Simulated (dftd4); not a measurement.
nitrogen atom (N), quartet; dftd4 with D4 for wb97x.

Input for dftd4:
```
$ dftd4 mol.xyz --func wb97x --charge 0 --json dftd4.json --noedisp --grad

# file mol.xyz
1

N      0.00000000     0.00000000     0.00000000
```

**Question.** Write the output that dftd4 gives for this input, abridged.

**Answer.** 
```
                    ____  _____ _____     ____  _  _
      -------------|  _ \|  ___|_   _|---|  _ \| || |------------
     |             | | | | |_    | | ___ | | | | || |_           |
     |             | |_| |  _|   | ||___|| |_| |__   _|          |
     |             |____/|_|     |_|     |____/   |_|            |
     |             ===================================           |
     |            E. Caldeweyher, S. Ehlert & S. Grimme          |
     |          Mulliken Center for Theoretical Chemistry        |
     |                    University of Bonn                     |
      -----------------------------------------------------------

Rational (Becke-Johnson) damping: wb97x-D4-ATM
---------------------
  s6         1.0000
  s8         0.5093
  s9         1.0000
  a1         0.0662
  a2         5.4487
 alp        16.0000
--------------------

Dispersion energy:       0.0000000000000E+00 Eh

Gradient norm:           0.0000000000000E+00 Eh/a0
--------------------------------------------------
     #    Z           dE/dx      dE/dy      dE/dz
--------------------------------------------------
     1    7 N     0.000E+00  0.000E+00  0.000E+00
--------------------------------------------------

Virial:
--------------------------------------------------
      component           x          y          z
--------------------------------------------------
          x       0.000E+00  0.000E+00  0.000E+00
          y       0.000E+00  0.000E+00  0.000E+00
          z       0.000E+00  0.000E+00  0.000E+00
--------------------------------------------------

[Info] Dispersion results written to 'dftd4.txt'
[Info] JSON dump of results written to 'dftd4.json'
```
